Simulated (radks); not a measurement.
Problem. Successive ionisation energies (eV) of one element, from differences of total energies of ions in their ground configurations, starting at charge 22: 666.76, 743.90, 779.52, 1405.2, 1482.3, 1560.5, 1639.9, 1720.1, 1826.6, 1911.6, 1997.8, 2084.9, 2172.9, 2419.8, 2496.4, 2571.7, 2674.5, 2753.7, 2831.4, 2992.5, 3076.3, 7314.3. Method: non-relativistic Kohn-Sham, TPSS, spin-polarised, spherical densities, point nucleus; open shells are filled with parallel spins first (spin-orbit coupling, left out, can overturn this in heavy ions); meta-GGA in the generalised Kohn-Sham scheme; relativity is left out, which matters for an element this heavy; computed with a radial shooting solver on a logarithmic mesh with Libxc functionals. Which element is it?

Solution. Iodine (Z = 53). The first species listed is I22+ in [Ar] 3d10 4s2 4p1, the last I43+ in [Ne].
